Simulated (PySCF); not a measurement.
BiI3, charge -1, doublet, geometry from GFN2-xTB (such geometries of metal compounds can be far from the true shape) (a state made from the parent by changing its charge; the spin is typed, not shown lowest) (core potentials on Bi, I). Base run: HF/def2-SVP (PySCF).

PySCF was given this input:
```python
from pyscf import gto, scf

mol = gto.Mole()
mol.atom = '''
    Bi   -0.000000    0.000000    0.000000
    I     0.508494   -2.928692   -0.041172
    I     2.282312    1.904549    0.035280
    I    -2.790806    1.024143    0.005891
'''
mol.basis = 'def2-svp'
mol.ecp = {'Bi': 'def2-svp', 'I': 'def2-svp'}
mol.charge = -1
mol.spin = 1
mol.verbose = 4
mol.build()

mf = scf.UHF(mol)
mf.kernel()
mo_i, mo_e, stable_i, stable_e = mf.stability(internal=True, external=True, return_status=True, nroots=6, tol=1e-6)
print('internally stable:', stable_i, ' externally stable:', stable_e)
if not stable_i:
    umf = mf.copy()
    umf.scf_summary = {}
    umf.kernel(umf.make_rdm1(mo_i, mf.mo_occ))
```

The bond that is stretched is that between atoms 3 and 1. A test that says stable can miss a lower solution.

Each row names what was changed in the base input (with any setting that the change needs).

```
change       ΔE vs base (kcal/mol)  <S^2>  stability test says
-----------  ---------------------  -----  -------------------
base                         0.000  0.762               stable
bond × 1.25                   6.46  0.766               stable
bond × 1.5                   18.39  0.775               stable
bond × 1.8                   27.17  0.788               stable
bond × 2.2                   32.33  0.801               stable
bond × 3.0                   35.95  0.814               stable
```

On stretching, the SCF can end on different states; <S^2> shows the spin contamination of each.
